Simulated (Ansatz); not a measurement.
Correlation energies of GeI$_{4}$ (`[I][Ge]([I])([I])[I]`) by basis set

```xyz
5

I     0.882    0.543    2.278
Ge    0.000    0.000    0.000
I    -0.742    2.106   -1.130
I     1.802   -1.084   -1.356
I    -1.942   -1.564    0.209
```

The species carries charge 0 and has multiplicity 1. Correlated methods include outer-core shells of Ge, I, which these sets cover unevenly. Scalar relativity is left out up to krypton. I: def2 effective core potential. The geometry is a stationary point of PBE0-D4/def2-TZVP. Frozen core, restricted reference, the Gaussian-basis code of Ansatz.

| basis | HF (Eh) | MP2 corr. |
| --- | --- | --- |
| def2-SVP | -3261.87460 | -0.69487 |
| def2-TZVPP | -3262.18220 | -2.22792 |
| def2-QZVPP | -3262.22860 | -3.17710 |

Estimate the CCSD correlation energy and the (T) correction in each basis where they were run (hartree).


```tsv
basis	CCSD corr.	(T)
def2-SVP	-0.70781	-0.02116
def2-TZVPP	-2.09575	-0.05425
```
